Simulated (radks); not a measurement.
N, configuration [He] 2s2 2p3.

Method: non-relativistic Kohn-Sham, PBE, spin-polarised, spherical densities, point nucleus; open shells are filled with parallel spins first; hard spherical wall at 20 bohr; computed with a radial shooting solver on a logarithmic mesh with Libxc functionals.

Energy parts (hartree):
total: -54.53576
kinetic: 54.38229
electron-nucleus: -128.28388
Hartree: 26.07460
exchange-correlation: -6.70876

Orbitals (lengths in bohr, moments of r in powers of bohr; r(90%) holds 90 % of the orbital's charge):
orbital  occ.  eigenvalue (hartree)    <r^4>  r(90%)
1s up       1             -14.10925  0.01359   0.413
1s down     1             -14.05334  0.01335   0.412
2s up       1              -0.72953    8.390    2.09
2s down     1              -0.56155    10.74    2.21
2p up       3              -0.30518    18.68    2.49
2p down     0              -0.15195    40.45    2.97

The highest occupied level is 2p up at -8.304 eV. The pressure on the wall is 4.64e-12 GPa. Spin moment in Bohr magnetons: 3. The density falls to 0.001 e/bohr^3 at r = 3.42 bohr. The spin density at the nucleus is -0.0114 e/bohr^3 (1s -0.4410, 2s 0.4296), a Fermi contact field of -0.6 T. The electron density at the nucleus is 207.1 e/bohr^3. Summed over all electrons, <r^2> = 12.58 bohr^2, which gives a Langevin (diamagnetic) susceptibility term of -9.97 x 10^-6 cm^3/mol.
